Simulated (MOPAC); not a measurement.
MOPAC input (PM3):

```
PM3 1SCF CHARGE=1 GEO-OK AUX(PRECISION=9) THREADS=1
H3Cl2S2Si

S     1.18037200 1   -1.81744600 1    0.12292600 1
Si    0.23250500 1    0.03540000 1    0.05391900 1
S    -2.03967100 1   -0.22093500 1   -0.51317400 1
Cl   -0.00373300 1    0.83186300 1    1.87743900 1
Cl    0.77946500 1    1.29693000 1   -1.40771300 1
H     1.47834800 1   -1.80806000 1   -1.19259200 1
H    -1.87268700 1   -0.99675700 1   -1.60616200 1
H    -2.29938300 1   -1.26616500 1    0.30251800 1
```

From the output:

```
                                                       MOPAC v23.2.5 Linux

          FINAL HEAT OF FORMATION =         83.93802 KCAL/MOL =     351.19667 KJ/MOL

          COSMO AREA              =        156.62 SQUARE ANGSTROMS
          COSMO VOLUME            =        158.62 CUBIC ANGSTROMS

          IONIZATION POTENTIAL    =         14.544343 EV
          HOMO LUMO ENERGIES (EV) =        -14.544 -7.410
          NO. OF FILLED LEVELS    =         16
          MOLECULAR WEIGHT        =        166.1352         POINT GROUP:  C1

          MOLECULAR DIMENSIONS (Angstroms)

            Atom       Atom       Distance
            H     8   Cl     5     4.35588
           Cl     4    H     6     4.25458
            S     1    H     7     3.45920

          SCF CALCULATIONS        =          1

   ATOM   CHEMICAL          X               Y               Z
  NUMBER   SYMBOL      (ANGSTROMS)     (ANGSTROMS)     (ANGSTROMS)

     1       S          1.18037200  *  -1.81744600  *   0.12292600  *
     2      Si          0.23250500  *   0.03540000  *   0.05391900  *
     3       S         -2.03967100  *  -0.22093500  *  -0.51317400  *
     4      Cl         -0.00373300  *   0.83186300  *   1.87743900  *
     5      Cl          0.77946500  *   1.29693000  *  -1.40771300  *
     6       H          1.47834800  *  -1.80806000  *  -1.19259200  *
     7       H         -1.87268700  *  -0.99675700  *  -1.60616200  *
     8       H         -2.29938300  *  -1.26616500  *   0.30251800  *

                             CARTESIAN COORDINATES

   1    S        1.180372000    -1.817446000     0.122926000
   2   Si        0.232505000     0.035400000     0.053919000
   3    S       -2.039671000    -0.220935000    -0.513174000
   4   Cl       -0.003733000     0.831863000     1.877439000
   5   Cl        0.779465000     1.296930000    -1.407713000
   6    H        1.478348000    -1.808060000    -1.192592000
   7    H       -1.872687000    -0.996757000    -1.606162000
   8    H       -2.299383000    -1.266165000     0.302518000

           Empirical Formula: H3 S2 Si Cl2  =     8 atoms

      MOLECULAR POINT GROUP   :   C1

                  EIGENVALUES
 -60.20752 -59.97877 -33.57910 -31.48716 -21.53039 -20.72835 -19.82693 -18.49125
 -17.88957 -17.13537 -16.65408 -15.61956 -15.54500 -15.41381 -15.04462 -14.54434
  -7.40988  -6.46557  -5.31594  -5.13431  -4.98606  -4.50717  -3.68647

              NET ATOMIC CHARGES AND DIPOLE CONTRIBUTIONS

  ATOM NO.   TYPE          CHARGE      No. of ELECS.   s-Pop       p-Pop
    1          S          -0.065755        6.0658     1.90925     4.15650
    2         Si           0.932382        3.0676     0.97801     2.08960
    3          S           0.302681        5.6973     1.83917     3.85815
    4         Cl          -0.129865        7.1299     1.97062     5.15924
    5         Cl          -0.174272        7.1743     1.97085     5.20342
    6          H           0.051157        0.9488     0.94884
    7          H           0.035970        0.9640     0.96403
    8          H           0.047701        0.9523     0.95230
 DIPOLE           X         Y         Z       TOTAL
 POINT-CHG.    -3.543    -2.302    -1.128     4.374
 HYBRID         0.185    -1.309    -1.509     2.006
 SUM           -3.358    -3.611    -2.638     5.592

          ATOMIC ORBITAL ELECTRON POPULATIONS

     Atom    s        px        py        pz
    1  S   1.90925   1.65962   1.37205   1.12483
    2 Si   0.97801   0.67337   0.74592   0.67031
    3  S   1.83917   1.61418   1.17696   1.06701
    4 Cl   1.97062   1.89790   1.84011   1.42123
    5 Cl   1.97085   1.86373   1.71571   1.62398
    6  H   0.94884
    7  H   0.96403
    8  H   0.95230

 **********************
 *                    *
 * JOB ENDED NORMALLY *
 *                    *
 **********************

 == MOPAC DONE ==
```

The dipole moment of an ion depends on the origin.

The geometry given is a B3LYP-D3(BJ)/def2-TZVP minimum.
